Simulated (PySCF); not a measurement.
BH6N, SMILES [BH3-][NH3+] (connectivity only; charge and spin as stated), charge +1, multiplicity 2. Geometry: B3LYP-D3(BJ)/def2-TZVP. The spin state was assumed, not searched.

Calculation: PySCF with B3LYP-D3(BJ)/def2-TZVP.

Harmonic wavenumbers (cm⁻¹): 169, 632, 667, 796, 869, 971, 1022, 1027, 1214, 1480, 1644, 1653, 1984, 2193, 2784, 3375, 3427, 3464. Rotational constants (GHz): 78.90, 19.25, 17.70; symmetry number 1.

Work out the zero-point energy and the ideal-gas rigid-rotor harmonic-oscillator thermochemistry at 298.15 K and 1 atm.

ZPE = ½ Σ hcν = ½ × 29372 cm⁻¹ = 175.68 kJ/mol. H − E(el) = 188.64 kJ/mol. Entropy in J/(mol K): translation 151.52, rotation 83.76, vibration 16.32, spin 5.76, total 257.36. G − E(el) = 111.90 kJ/mol. Cp = 60.18 J/(mol K).
